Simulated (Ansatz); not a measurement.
# Energy profile

The step: GaH₃O ([OH][GaH2]) + NH₃ → GaNH₄ ([NH2][GaH2]) + H₂O (still joined by a long Ga–O bond); bonds formed: O2–H5; dative contacts that become bonds: Ga1–N6; bonds broken: H5–N6; bonds weakened to dative contacts: Ga1–O2 (atoms numbered as in the saddle structure below).

| atom | x (Å) | y (Å) | z (Å) |
| --- | --- | --- | --- |
| Ga1 | -0.6483 | -0.7664 | 0.2811 |
| O2 | -0.8641 | 1.2160 | -0.1054 |
| H3 | -1.1357 | -1.5567 | -0.9822 |
| H4 | -1.0363 | -1.0188 | 1.7718 |
| H5 | 0.2757 | 0.9891 | -0.1775 |
| N6 | 1.1704 | -0.0276 | 0.0438 |
| H7 | -1.2560 | 1.4658 | -0.9455 |
| H8 | 1.7724 | 0.0521 | 0.8520 |
| H9 | 1.7220 | -0.3533 | -0.7380 |

Electronic energies by CCSD(T) at an estimated basis limit (MP2 extrapolated from triple and quadruple zeta, plus CCSD(T) − MP2 in triple zeta), on PBE0-D4/def2-TZVP structures; GaNH₆O, singlet; no counterpoise correction. Ansatz 0.2.0; basis: def2-TZVPP and def2-QZVPP; cores frozen in the correlated methods. Filled d shells of the heavier atoms are correlated. The def2 sets are not built for correlating such inner shells, so the correlated values are less sure here. Extrapolation: Hartree–Fock as exp(−7.88 √X), correlation as X^−2.97.

(1) Give the profile in eV, counted from the separated reactants. (An estimate is asked for; the value comes from the calculation.)

No T1 diagnostic of these runs exceeds 0.016.

Results:

(1) By the calculation:
```csv
point,eV
"separated: GaH₃O (linked as [OH][GaH2]; Ga1, O2, H3, H4, H7; singlet) + NH₃ (H5, N6, H8, H9; singlet)",0.000
start structure,-0.963
saddle,-0.182
end structure,-0.396
"separated: GaNH₄ (linked as [NH2][GaH2]; Ga1, H3, H4, N6, H8, H9; singlet) + H₂O (O2, H5, H7; singlet)",0.120
```
The saddle lies below the separated reactants: the barrier is submerged.

For scale, one of the runs: CCSD(T)/def2-TZVPP, 194 basis functions, launched by `ansatz run in.yaml --threads 4 --pin off --events-out ev --progress --plain --max-ram 9574MiB`. The run took 51 s on 4 CPU threads of an Arm Neoverse V1 (shared host), with 2.3 GiB of host memory at its peak.
